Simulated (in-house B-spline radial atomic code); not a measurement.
LDA exchange-only excitations of Te6+

Method: LDA exchange-only. Computed with an all-electron radial atomic-structure program (B-spline basis): linear response of the closed shell [Kr] 4d10 with the functional's adiabatic kernel; scalar-relativistic (spin-free one-electron X2C), finite nucleus, no spin-orbit coupling, no double excitations, S, P, D and F terms only; shells from n = 2 respond. Only terms of natural parity with L up to 3 were computed.

Command:
```bash
python run_td.py task.json out
```
Settings (radii: box in bohr, nucleus in fm):
```
Z                        52
electrons                46
configuration            [Kr] 4d10
hamiltonian              x2c
method                   lda,
box_radius               14.35
rms_radius               4.7423
intervals                70
```

Cost of the run: 1.5 s on 1 thread of Intel(R) Xeon(R) Platinum 8375C CPU @ 2.90GHz (Ice Lake), on a shared host.

The lowest states, in the order of their Tamm-Dancoff energies; the method's threshold (minus the highest occupied level) is 111.89 eV. Labels give the largest channel, * marks a mixed state, and oscillator strengths are full-response dipole values. Semilocal kernels can invert the small singlet-triplet splittings of Rydberg terms. Energies in eV:

```json
{"state": "4d → 5s 3D", "full response": "35.19", "Tamm-Dancoff": "35.21", "oscillator strength": "-"}
{"state": "4d → 5s 1D", "full response": "36.13", "Tamm-Dancoff": "36.14", "oscillator strength": "-"}
{"state": "4d → 5p 3P", "full response": "?", "Tamm-Dancoff": "?", "oscillator strength": "-"}
{"state": "4d → 5p 3F", "full response": "48.54", "Tamm-Dancoff": "48.55", "oscillator strength": "-"}
{"state": "4d → 5p 1F", "full response": "49.14", "Tamm-Dancoff": "49.14", "oscillator strength": "-"}
{"state": "4d → 5p 1P", "full response": "50.18", "Tamm-Dancoff": "50.26", "oscillator strength": "0.95"}
{"state": "4d → 5d 3S", "full response": "66.47", "Tamm-Dancoff": "66.51", "oscillator strength": "-"}
{"state": "4d → 4f 3P", "full response": "66.70", "Tamm-Dancoff": "66.75", "oscillator strength": "-"}
{"state": "4d → 5d 3D", "full response": "67.57", "Tamm-Dancoff": "67.57", "oscillator strength": "-"}
{"state": "4d → 4f 3F", "full response": "67.85", "Tamm-Dancoff": "67.87", "oscillator strength": "-"}
{"state": "4d → 5d 1D", "full response": "68.14", "Tamm-Dancoff": "68.16", "oscillator strength": "-"}
{"state": "4d → 4f 1F", "full response": "69.84", "Tamm-Dancoff": "69.89", "oscillator strength": "-"}
{"state": "4d → 5d 1S", "full response": "71.96", "Tamm-Dancoff": "72.44", "oscillator strength": "-"}
{"state": "4d → 6s 3D", "full response": "74.05", "Tamm-Dancoff": "74.05", "oscillator strength": "-"}
{"state": "4d → 6s 1D", "full response": "74.26", "Tamm-Dancoff": "74.27", "oscillator strength": "-"}
{"state": "4d → 4f 1P", "full response": "?", "Tamm-Dancoff": "?", "oscillator strength": "?"}
```

Task: Where does 4d → 4f 1P lie?

Result: At 76.99 eV in full response, 77.67 eV in Tamm-Dancoff, oscillator strength 3.84.

Task: Where does 4d → 5p 3P lie?

Result: At 48.18 eV in full response, 48.21 eV in Tamm-Dancoff.

Task: How large is the singlet-triplet splitting of 4d → 5s (D terms) in Tamm-Dancoff?

Result: 0.93 eV, from the unrounded values.

Task: What polarisabilities and dispersion coefficient does the method give?

Result: Dipole 1.367 bohr³, quadrupole 1.977 bohr⁵, C6 4.233 hartree·bohr⁶ for two such species.
